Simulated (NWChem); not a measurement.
System: C₂H₆OSi; SMILES C[SiH2]C=O

The following NWChem deck was run.

```
start job
memory heap 200 mb stack 900 mb global 1100 mb
geometry units angstroms noautosym nocenter noautoz
  C     -1.044160    -1.432292     0.000000
  Si     0.647086    -0.635320     0.000000
  C      0.403050     1.283265     0.000000
  O     -0.699344     1.775075     0.000000
  H     -1.609893    -1.113918    -0.888491
  H     -0.978380    -2.530435     0.000000
  H     -1.609893    -1.113918     0.888491
  H      1.458300    -0.990608     1.208098
  H      1.458300    -0.990608    -1.208098
  H      1.311957     1.951705     0.000000
end
basis spherical
  * library def2-svp
end
dft
  xc pbe0
  iterations 150
end
cosmo
  do_cosmo_smd true
  solvent toluene
end
task dft energy
```

Output (shortened):

```
             Northwest Computational Chemistry Package (NWChem) 7.3.0
             --------------------------------------------------------

                             Geometry "geometry" -> ""
                             -------------------------

 Output coordinates in angstroms (scale by  1.889725989 to convert to a.u.)

  No.       Tag          Charge          X              Y              Z
 ---- ---------------- ---------- -------------- -------------- --------------
    1 C                    6.0000    -1.04416000    -1.43229200     0.00000000
    2 Si                  14.0000     0.64708600    -0.63532000     0.00000000
    3 C                    6.0000     0.40305000     1.28326500     0.00000000
    4 O                    8.0000    -0.69934400     1.77507500     0.00000000
    5 H                    1.0000    -1.60989300    -1.11391800    -0.88849100
    6 H                    1.0000    -0.97838000    -2.53043500     0.00000000
    7 H                    1.0000    -1.60989300    -1.11391800     0.88849100
    8 H                    1.0000     1.45830000    -0.99060800     1.20809800
    9 H                    1.0000     1.45830000    -0.99060800    -1.20809800
   10 H                    1.0000     1.31195700     1.95170500     0.00000000

 Effective nuclear repulsion energy (a.u.)     155.2717337953

                                 NWChem DFT Module
                                 -----------------

 Summary of "ao basis" -> "ao basis" (spherical)
 ------------------------------------------------------------------------------
       Tag                 Description            Shells   Functions and Types
 ---------------- ------------------------------  ------  ---------------------
 C                          def2-svp                 6       14   3s2p1d
 Si                         def2-svp                 8       18   4s3p1d
 O                          def2-svp                 6       14   3s2p1d
 H                          def2-svp                 3        5   2s1p

 in cosmo_initialize ...
 calling solv_data for solv:toluene

 solvent parameters
 solvname_short: toluene
 solvname_long:  toluene
 dielec:        2.3741
 dielecinf:     2.2383
 nonaqueous SMD model solvent descriptors
 dielec:        2.3741
 sola:          0.0000
 solb:          0.1400
 solc:          0.8570
 solg:         40.2000
 solh:          0.0000
 soln:          1.4961

          ---------------
          -cosmo- solvent
          ---------------
 Cosmo: York-Karplus, doi: 10.1021/jp992097l
 dielectric constant -eps-     =   2.37
 screen = (eps-1)/(eps    )    =   0.57879
 surface charge correction     = lagrangian

   van der Waals surface
 --------------------------

 ---------- ATOMIC COORDINATES (A.U.) ------------ VDWR(ANG.) --
     1   -1.97317629   -2.70663942    0.00000000     1.850
     2    1.22281523   -1.20058072    0.00000000     2.470
     3    0.76165406    2.42501922    0.00000000     1.850
     4   -1.32156853    3.35440536    0.00000000     2.294
     5   -3.04225664   -2.10499979   -1.67900453     1.200
     6   -1.84887011   -4.78182878    0.00000000     1.200
     7   -3.04225664   -2.10499979    1.67900453     1.200
     8    2.75578741   -1.87197768    2.28297419     1.200
     9    2.75578741   -1.87197768   -2.28297419     1.200
    10    2.47923924    3.68818766    0.00000000     1.200
 number of segments per atom =        128
 number of   points per atom =        128
 atom (   nspa,  nppa )
 ----------------------
    1 (     42,     0 )       0
    2 (     76,     0 )       0
    3 (     20,     0 )       0
    4 (     88,     0 )       0
    5 (     50,     0 )       0
    6 (     48,     0 )       0
    7 (     50,     0 )       0
    8 (     33,     0 )       0
    9 (     33,     0 )       0
   10 (     52,     0 )       0
 number of -cosmo- surface points =      492
 molecular surface =    132.147 angstrom**2
 molecular volume  =    117.671 angstrom**3
 -lineq- algorithm             =   0
 -bem- low  level              =   3
 -bem- from -octahedral-
 gaussian surface charge width =   4.50000
 degree of switching           =   1.00000
 switching function tolerance  =   0.00010
 atomic radii =
 --------------
    1  6.000  1.850
    2 14.000  2.470
    3  6.000  1.850
    4  8.000  2.294
    5  1.000  1.200
    6  1.000  1.200
    7  1.000  1.200
    8  1.000  1.200
    9  1.000  1.200
   10  1.000  1.200
 ...... end of -cosmo- initialization ......

 nat:                    10
 ixmem:                  5529
 calling mnsol_interface()
 G(SMD-CDS) energy (kcal/mol)  =    -0.421
 SMD-CDS SASA (angstrom**2)    =   142.422

            General Information
            -------------------
          SCF calculation type: DFT
          Wavefunction type:  closed shell.
          No. of atoms     :    10
          No. of electrons :    40
           Alpha electrons :    20
            Beta electrons :    20
          Charge           :     0
          Spin multiplicity:     1
          Use of symmetry is: off; symmetry adaption is: off
          Maximum number of iterations: 150
          AO basis - number of functions:    90
                     number of shells:    44
          Convergence on energy requested:  1.00D-06
          Convergence on density requested:  1.00D-05
          Convergence on gradient requested:  5.00D-04

              XC Information
              --------------
                         PBE0 Method XC Functional
                     Hartree-Fock (Exact) Exchange  0.250
          PerdewBurkeErnzerhof Exchange Functional  0.750
            Perdew 1991 LDA Correlation Functional  1.000 local
           PerdewBurkeErnz. Correlation Functional  1.000 non-local

             Grid Information
             ----------------
          Grid used for XC integration:  medium
          Radial quadrature: Mura-Knowles
          Angular quadrature: Lebedev.
          Tag              B.-S. Rad. Rad. Pts. Rad. Cut. Ang. Pts.
          ---              ---------- --------- --------- ---------
          C                   0.70       49          11.0       434
          Si                  1.10       88           8.0       590
          O                   0.60       49          11.0       434
          H                   0.35       45          12.0       434
          Grid pruning is: on
          Number of quadrature shells:   505
          Spatial weights used:  Erf1

      Superposition of Atomic Density Guess
      -------------------------------------

 Sum of atomic energies:        -441.67499331

      Non-variational initial energy
      ------------------------------

 Total energy =    -443.450710
 1-e energy   =    -915.505746
 2-e energy   =     316.783302
 HOMO         =      -0.271783
 LUMO         =      -0.053636

   convergence    iter        energy       DeltaE   RMS-Dens  Diis-err
 ---------------- ----- ----------------- --------- --------- ---------
     COSMO gas phase
 d= 0,ls=0.0,diis     1   -443.9075836769 -5.99D+02  1.64D-02  7.78D-01
 d= 0,ls=0.0,diis     2   -443.6443099369  2.63D-01  1.13D-02  3.50D+00
 d= 0,ls=0.0,diis     3   -444.0060210663 -3.62D-01  1.20D-03  1.14D-02
 d= 0,ls=0.0,diis     4   -444.0067772604 -7.56D-04  5.91D-04  3.89D-03
 d= 0,ls=0.0,diis     5   -444.0072520713 -4.75D-04  1.02D-04  1.24D-04
  Resetting Diis
 d= 0,ls=0.0,diis     6   -444.0072690417 -1.70D-05  2.79D-05  9.52D-06
 d= 0,ls=0.0,diis     7   -444.0072701375 -1.10D-06  2.20D-05  1.04D-06
 d= 0,ls=0.0,diis     8   -444.0072699698  1.68D-07  1.11D-05  2.78D-06
 d= 0,ls=0.0,diis     9   -444.0072702654 -2.96D-07  1.84D-06  1.01D-07

   convergence    iter        energy       DeltaE   RMS-Dens  Diis-err
 ---------------- ----- ----------------- --------- --------- ---------
     COSMO solvation phase
 d= 0,ls=0.0,diis     1   -444.0103333922 -3.06D-03  6.89D-04  5.08D-04
 d= 0,ls=0.0,diis     2   -444.0103538681 -2.05D-05  2.03D-04  1.18D-03
 d= 0,ls=0.0,diis     3   -444.0104732531 -1.19D-04  4.47D-05  2.03D-05
 d= 0,ls=0.0,diis     4   -444.0104751801 -1.93D-06  1.54D-05  1.90D-06
 d= 0,ls=0.0,diis     5   -444.0104754091 -2.29D-07  4.83D-06  2.57D-07

         Total DFT energy =     -444.010475409134
      One electron energy =     -918.883644771575
           Coulomb energy =      361.934496800001
    Exchange-Corr. energy =      -42.224178802221
 Nuclear repulsion energy =      155.271733795277

             COSMO energy =       -0.108882430615

 Numeric. integr. density =       39.999995629254

                                COSMO-SMD solvation results
                                ---------------------------

             internal energy in gas <Psi(g)|H|Psi(g)> =      -444.007270265352
         internal energy in solvent <Psi(s)|H|Psi(s)> =      -444.007116686778
                               delta internal energy  =         0.000153578573 (    0.10 kcal/mol)
   total free energy in solvent <Psi(s)|H+V/2|Psi(s)> =      -444.009804829678
 polarization energy contribution <Psi(s)|V/2|Psi(s)> =        -0.002688142900 (   -1.69 kcal/mol)
    total free energy in solvent including G(SMD-CDS) =      -444.010475409134
                       G(SMD-CDS) energy contribution =        -0.000670579456 (   -0.42 kcal/mol)
     1 M fixed-concentration free energy of solvation =        -0.003205143783 (   -2.01 kcal/mol)

                       DFT Final Molecular Orbital Analysis
                       ------------------------------------

 Vector   18  Occ=2.000000D+00  E=-3.479538D-01
              MO Center=  8.8D-01, -7.9D-01, -5.4D-09, r^2= 3.1D+00
   Bfn.  Coefficient  Atom+Function         Bfn.  Coefficient  Atom+Function
  ----- ------------  ---------------      ----- ------------  ---------------
    76      0.307119   8 H  s                81     -0.307119   9 H  s
    24      0.266202   2 Si pz               27      0.192411   2 Si pz
    77      0.184366   8 H  s                82     -0.184366   9 H  s
    21     -0.149746   2 Si pz                6     -0.143428   1 C  pz
    52     -0.142902   4 O  pz               61      0.116520   5 H  s

 Vector   19  Occ=2.000000D+00  E=-3.433704D-01
              MO Center= -1.8D-01, -1.1D+00,  5.1D-09, r^2= 2.6D+00
   Bfn.  Coefficient  Atom+Function         Bfn.  Coefficient  Atom+Function
  ----- ------------  ---------------      ----- ------------  ---------------
     4      0.389642   1 C  px               22     -0.285759   2 Si px
     7      0.224398   1 C  px               25     -0.185685   2 Si px
    19      0.160226   2 Si px               76     -0.159229   8 H  s
    81     -0.159229   9 H  s                 5      0.137454   1 C  py
    61     -0.118200   5 H  s                71     -0.118200   7 H  s

 Vector   20  Occ=2.000000D+00  E=-2.487489D-01
              MO Center=  5.1D-03,  1.3D+00, -1.4D-10, r^2= 2.4D+00
   Bfn.  Coefficient  Atom+Function         Bfn.  Coefficient  Atom+Function
  ----- ------------  ---------------      ----- ------------  ---------------
    51      0.477186   4 O  py               54      0.380508   4 O  py
    86     -0.268266  10 H  s                37     -0.228348   3 C  py
    23      0.225179   2 Si py               87     -0.222518  10 H  s
    50      0.184243   4 O  px               17      0.181265   2 Si s
    26      0.181173   2 Si py               53      0.140283   4 O  px

 Vector   21  Occ=0.000000D+00  E=-4.366903D-02
              MO Center=  1.8D-01,  1.2D+00, -5.9D-10, r^2= 2.2D+00
   Bfn.  Coefficient  Atom+Function         Bfn.  Coefficient  Atom+Function
  ----- ------------  ---------------      ----- ------------  ---------------
    41      0.486143   3 C  pz               38      0.453028   3 C  pz
    55     -0.432990   4 O  pz               52     -0.415152   4 O  pz
    27      0.294874   2 Si pz               77     -0.260255   8 H  s
    82      0.260255   9 H  s                76     -0.106331   8 H  s
    81      0.106331   9 H  s                29      0.104288   2 Si d -1

 Vector   22  Occ=0.000000D+00  E= 4.638077D-02
              MO Center=  4.4D-01, -8.3D-01, -2.4D-12, r^2= 5.1D+00
   Bfn.  Coefficient  Atom+Function         Bfn.  Coefficient  Atom+Function
  ----- ------------  ---------------      ----- ------------  ---------------
     3      1.985163   1 C  s                25      1.027239   2 Si px
    26      0.877445   2 Si py               35     -0.787864   3 C  s
    62     -0.506264   5 H  s                72     -0.506264   7 H  s
    67     -0.433009   6 H  s                18     -0.363082   2 Si s
    87      0.326995  10 H  s                 7      0.285351   1 C  px

 Vector   23  Occ=0.000000D+00  E= 5.819663D-02
              MO Center=  6.4D-01, -5.1D-01,  8.9D-10, r^2= 4.5D+00
   Bfn.  Coefficient  Atom+Function         Bfn.  Coefficient  Atom+Function
  ----- ------------  ---------------      ----- ------------  ---------------
    26      1.163550   2 Si py               35     -1.111114   3 C  s
    25     -0.940916   2 Si px                3     -0.782417   1 C  s
    77      0.597301   8 H  s                82      0.597301   9 H  s
    87      0.506246  10 H  s                40      0.419574   3 C  py
    18      0.382908   2 Si s                67      0.295115   6 H  s

     Multipole analysis of the density
     ---------------------------------

     L   x y z        total         alpha         beta         nuclear
     -   - - -        -----         -----         ----         -------
     0   0 0 0     -0.000000    -20.000000    -20.000000     40.000000

     1   1 0 0      0.459213      0.562025      0.562025     -0.664838
     1   0 1 0     -0.599736      0.055234      0.055234     -0.710204
     1   0 0 1      0.000000      0.000000      0.000000      0.000000

     2   2 0 0    -24.864713    -64.938258    -64.938258    105.011803
     2   1 1 0      3.148809     -2.217395     -2.217395      7.583599
     2   1 0 1      0.000000      0.000000      0.000000      0.000000
     2   0 2 0    -25.795975   -133.785364   -133.785364    241.774754
     2   0 1 1      0.000000      0.000000      0.000000      0.000000
     2   0 0 2    -24.032565    -20.047310    -20.047310     16.062055
```

Level: PBE0/def2-SVP, SMD on the gas-phase geometry. Structure relaxed at the PBE0/def2-SVP level. Solvent: toluene.
